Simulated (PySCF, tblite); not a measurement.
Isomers of C4H11P2Si (doublet state), one GFN2-xTB conformer each. Single-point energies are computed at B3LYP/pcH-1 (PySCF, gas phase, no added dispersion term), electronic only. GFN2-xTB treats the open shell by occupation alone, and not every SCF solution was tested for stability.

```
           SMILES  GFN2-xTB relative energy (kJ/mol)
C=C[CH]C[SiH](P)P                                0.0
C=CC[CH][SiH](P)P                               51.8
 C=[C]CC[SiH](P)P                               29.6
```

Conformers: `[CH2:1]=[CH:2][CH:3][CH2:4][SiH:5]([PH2:6])[PH2:7]` (doublet state) with C1–C2–C3–C4 -177°, C2–C3–C4–Si5 89°, C3–C4–Si5–P6 -70°, C4–Si5–P6–H 77° and 170°, C4–Si5–P7–H -165° and -73°; `[CH2:1]=[CH:2][CH2:3][CH:4][SiH:5]([PH2:6])[PH2:7]` (doublet state) with C1–C2–C3–C4 102°, C2–C3–C4–Si5 -86°, C3–C4–Si5–P6 -26°, C4–Si5–P6–H -171° and -78°, C4–Si5–P7–H -60° and 33°; `[CH2:1]=[C:2][CH2:3][CH2:4][SiH:5]([PH2:6])[PH2:7]` (doublet state) with C1–C2–C3–C4 -120°, C2–C3–C4–Si5 -50°, C3–C4–Si5–P6 23°, C4–Si5–P6–H -87° and -177°, C4–Si5–P7–H -96° and 171°.

Q: What does B3LYP/pcH-1 give for the same structures?

A: 
```tsv
SMILES	B3LYP/pcH-1 E (Eh)	B3LYP/pcH-1 (kJ/mol)	GFN2-xTB (kJ/mol)	point group
C=C[CH]C[SiH](P)P	-1131.24445	0.0	0.0	C1
C=CC[CH][SiH](P)P	-1131.21754	70.7	51.8	C1
C=[C]CC[SiH](P)P	-1131.19610	126.9	29.6	C1
```

Both levels put the same isomer lowest; measured from each level's own lowest isomer, the values differ by up to 97.3 kJ/mol (C=[C]CC[SiH](P)P: 29.6 against 126.9). 

Q: What happens when harmonic zero-point energies from GFN2-xTB frequencies are added?

A: 
```tsv
SMILES	ZPE (kJ/mol)	electronic (kJ/mol)	with ZPE (kJ/mol)
C=C[CH]C[SiH](P)P	333.3	0.0	0.0
C=CC[CH][SiH](P)P	334.1	70.7	71.5
C=[C]CC[SiH](P)P	337.2	126.9	130.9
```

The zero-point energies span 3.9 kJ/mol. The order is unchanged.
